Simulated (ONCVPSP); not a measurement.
silicon: one change to an ONCV potential, before and after

- Element: silicon
- Generator: ONCVPSP 4.0.1
- Type: optimised norm-conserving Vanderbilt (ONCV)
- Functional: PBE
- Relativity: scalar-relativistic
- Frozen core: [Ne]
- Valence charge: 4
- Reference configuration: 3s2 3p2
- Partial waves: 3s: rc 1.45 bohr, ncon 5, nbas 10, qcut 3.9 1/bohr, 3 projectors, debl 2.8 Ha; 3p: rc 1.55 bohr, ncon 4, nbas 8, qcut 4.9 1/bohr, 2 projectors, debl 2.6 Ha; d scattering state at 0.16 Ha: rc 1.50 bohr, ncon 3, nbas 7, qcut 7 1/bohr, 2 projectors, debl 2.2 Ha
- Local potential: polynomial inside 1.35 bohr (lpopt 1, dvloc0 0 Ha)
- Core correction: none

Change: reference 3s2 3p0.5.

Cutoffs: the cutoffs (Ha) at which the residual kinetic energy of the hardest occupied pseudo-wave falls to 1 and 0.1 mHa per electron; they do not see the model core or the augmentation charge, which bear on the density cutoff. Errors are all-electron minus pseudo energies relative to the spin-unpolarised reference configuration.

Problem. What does the change do?

Solution. The potential gets neither clearly harder nor softer (14 Ha and 125 Ha → 14 Ha and 125 Ha); both files keep a bound ghost (s).

```tsv
quantity	base	changed
cutoff, loose	14 Ha	14 Ha
cutoff, tight	125 Ha	125 Ha
loose cutoff by channel	s 14 Ha, p 3.2 Ha	s 14 Ha, p 3.9 Ha
bound ghosts	s	s
GHOST(+) flags under 300 eV	none	none
largest error over its own tests, meV	+60	+57
s: phases at 1.47 bohr within 0.05 rad from the reference energy up to (Ha; the scan ends near 5)	to the end of the scan	to the end of the scan
p: phases at 1.58 bohr within 0.05 rad from the reference energy up to (Ha; the scan ends near 5)	4.7	4.3
d: phases at 1.52 bohr within 0.05 rad from the reference energy up to (Ha; the scan ends near 5)	to the end of the scan	to the end of the scan
```

Base: The cutoffs count occupied waves only; projector 2 of the s channel, the hardest unoccupied one, needs 162 Ha at the loose tolerance. A true bound ghost makes a file unfit for plane-wave use even where its test errors are small: the radial tests pick states by their node count and pass the ghost by.
